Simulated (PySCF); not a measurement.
Electron affinity of I by level of theory

I⁻ [Xe] → I [Kr] 4d10 5s2 5p5 [5p1/2^2 5p3/2^3, M_J = 3/2], as a difference of total energies. Computed with PySCF 2.14 in x2c-TZVPall-2c with one added diffuse shell each of s, p, d, f type (9s10p6d3f, 90 functions), with the two-component X2C-1e Hamiltonian. Correlated levels: [Ar] 3d10 frozen; the 6 highest virtual spinors dropped. "Screened" scales the spin-orbit matrix elements by Boettger's factors to mimic the two-electron term; Breit and QED terms are absent.

```tsv
method	electron affinity (eV)
GHF (spin-free)	2.449
GMP2 (spin-free)	3.269
GHF (screened spin-orbit)	2.153
GMP2 (screened spin-orbit)	2.974
```

The spin-free rows lack the spin-orbit shift.

Errors of the correlated levels include the incompleteness of this basis and the frozen core.

Q: Which method comes closest to the reference value, and which is furthest?

A: The reference is 3.059 eV (measured; photodetachment measurements, as compiled on the Wikipedia data page of electron affinities). Closest: GMP2 (screened spin-orbit) (error -0.085 eV); furthest: GHF (screened spin-orbit) (error -0.906 eV).
